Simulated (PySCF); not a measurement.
**SMILES CC#C[C@H]1CO[SiH2]C1, C6H10OSi**

Geometry:
| atom | x (Å) | y (Å) | z (Å) |
| --- | --- | --- | --- |
| C1 | 3.550 | -0.555 | 0.265 |
| C2 | 2.192 | -0.271 | -0.150 |
| C3 | 1.072 | -0.039 | -0.509 |
| C4 | -0.295 | 0.248 | -0.890 |
| C5 | -1.126 | -1.040 | -1.029 |
| O6 | -2.493 | -0.719 | -0.985 |
| Si7 | -2.845 | 0.677 | -0.208 |
| C8 | -1.026 | 1.128 | 0.137 |
| H9 | 3.921 | 0.249 | 0.900 |
| H10 | 4.197 | -0.644 | -0.607 |
| H11 | 3.579 | -1.489 | 0.824 |
| H12 | -0.301 | 0.761 | -1.859 |
| H13 | -0.891 | -1.726 | -0.207 |
| H14 | -0.924 | -1.550 | -1.975 |
| H15 | -3.521 | 1.567 | -1.147 |
| H16 | -3.609 | 0.404 | 1.005 |
| H17 | -0.732 | 0.832 | 1.145 |
| H18 | -0.756 | 2.174 | 0.015 |

The calculation used GIAO B3LYP/pcSseg-1 magnetisability, rotational g tensor and spin-rotation constants, non-relativistic, gas phase (PySCF 2.14.0). Geometry: GFN2-xTB.

**Question.** Give the nuclear spin-rotation constants along the inertial axes (H = +C I·J) beside the isotropic shieldings.

**Answer.** Rotational constants 5.2969, 0.7801, 0.7135 GHz. A star marks the isotopologue with that one atom substituted, in its own axes.
| atom | isotope | Caa (kHz) | Cbb (kHz) | Ccc (kHz) | mean (kHz) | σ (ppm) |
| --- | --- | --- | --- | --- | --- | --- |
| H9 | 1H | -0.530 | 0.011 | -0.075 | -0.198 | 29.8 |
| H10 | 1H | -0.385 | -0.063 | -0.027 | -0.158 | 29.8 |
| H11 | 1H | -0.576 | -0.059 | -0.006 | -0.213 | 29.8 |
| H12 | 1H | -0.528 | -0.087 | 0.025 | -0.197 | 29.1 |
| H13 | 1H | -0.542 | -0.069 | 0.028 | -0.194 | 28.1 |
| H14 | 1H | -0.573 | 0.018 | -0.038 | -0.198 | 27.3 |
| H15 | 1H | -0.193 | -0.072 | 0.001 | -0.088 | 26.9 |
| H16 | 1H | -0.315 | -0.068 | 0.015 | -0.123 | 26.8 |
| H17 | 1H | -0.469 | -0.080 | -0.009 | -0.186 | 30.7 |
| H18 | 1H | -0.551 | -0.015 | -0.055 | -0.207 | 30.5 |
| C1 | 13C* | 0.641 | 0.101 | 0.093 | 0.278 | 177.3 |
| C2 | 13C* | 0.334 | 0.272 | 0.239 | 0.281 | 98.3 |
| C3 | 13C* | 0.197 | 0.290 | 0.249 | 0.245 | 96.8 |
| C4 | 13C* | 0.878 | 0.130 | 0.132 | 0.380 | 148.6 |
| C5 | 13C* | 0.958 | 0.203 | 0.202 | 0.454 | 102.8 |
| O6 | 17O* | -0.447 | -0.061 | -0.058 | -0.189 | 297.5 |
| Si7 | 29Si* | -3.517 | -0.435 | -0.504 | -1.485 | 340.0 |
| C8 | 13C* | 0.812 | 0.111 | 0.126 | 0.349 | 158.9 |

For the geometry as given, no vibrational averaging.

**Question.** How do the rotational constants and the g tensor change when H9, H10, H11, H12, H13, H14, H15, H16, H17, H18 are replaced by deuterium?

**Answer.** Constants 4.1401, 0.6833, 0.6273 GHz; g -0.0230, -0.0060, -0.0053, against -0.0294, -0.0068, -0.0060 before.
